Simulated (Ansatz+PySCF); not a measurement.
Results of a calculation; reference values are marked as such.
Input for PySCF 2.14.0:

```python
from pyscf import gto, scf, cc

mol = gto.M(atom="""
Ca 0.000000 0.000000 0.000000
O 0.000000 0.000000 2.820000
""", basis='sto-3g', charge=0, spin=0)
mf = scf.UHF(mol)
mf.kernel()
mycc = cc.CCSD(mf, frozen=10).run()
et = mycc.ccsd_t()
print(mf.e_tot, mycc.e_corr, et, mycc.e_tot + et)
```

The script is written out from the run's settings.

Results

| Property | Result |
| --- | --- |
| Converged | yes |
| Reference energy | -743.65550 hartree |
| CCSD correlation energy | -0.08711 hartree |
| Triples correction | -0.00109 hartree |
| Total energy | -743.74369 hartree |
| Spin squared of the determinant | 0.000 |

This is not the lowest solution: another run reaches a determinant 2.38 eV lower. Caution: bonds are stretched, where a single reference can fail.
